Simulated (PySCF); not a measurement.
PySCF input for arsine (AsH3), SMILES [AsH3], PBE0/pcSseg-2. Geometry optimised at PBE-D3(BJ)/def2-TZVPD.

```python
import numpy as np
from pyscf import gto, scf, dft
from pyscf.prop.nmr import rks as nmr

mol = gto.M(
    atom='''
    As    0.00000000    0.00000000    0.07230957
    H    -1.09736608   -0.63356460   -0.79540518
    H     0.00000001    1.26712912   -0.79540529
    H     1.09736600   -0.63356465   -0.79540524
    ''',
    basis='pcSseg-2',
    charge=0,
    spin=0,
    max_memory=1600,
    verbose=3,
)
mf = dft.RKS(mol, xc='pbe0')
mf.grids.level = 3
mf.conv_tol = 1e-10
mf.max_cycle = 100
mf.kernel()
n = nmr.NMR(mf)
n.verbose = 2
n.max_cycle_cphf = 60
sigma = n.kernel()
print('atom   isotropic/ppm   span/ppm')
for i, s in enumerate(sigma):
    w = np.linalg.eigvalsh((s + s.T) / 2)
    print(f'{mol.atom_symbol(i):2s}{i + 1:3d} {w.mean():14.3f} {w[2] - w[0]:11.3f}')
```

Output:

```
converged SCF energy = -2237.42795367764
atom   isotropic/ppm   span/ppm
As  1       1913.788     127.345
H   2         28.749      18.061
H   3         28.749      18.061
H   4         28.749      18.061
```

The calculation finished and met its thresholds.
